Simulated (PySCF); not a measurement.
Stationary points of Rb₂Se

Level of theory: PBE0/[Se def2-TZVP, Rb def2-TZVP with ECP28], scalar-relativistic core potentials, density fitting, no spin–orbit coupling, PySCF.

Relaxations began from a few typed shapes. The search is not exhaustive: other isomers or separated fragments can lie lower, and high-lying points may rest on an excited occupation.

Q: Which is the lowest minimum found?
A. singlet C2v: Se–Rb 3.016 Å (×2); Rb–Se–Rb 152.1°
B. singlet D∞h: Se–Rb 3.009 Å (×2); Rb–Se–Rb 180.0°

A: A. The others lie at 0.3 (singlet D∞h) kJ/mol above it.
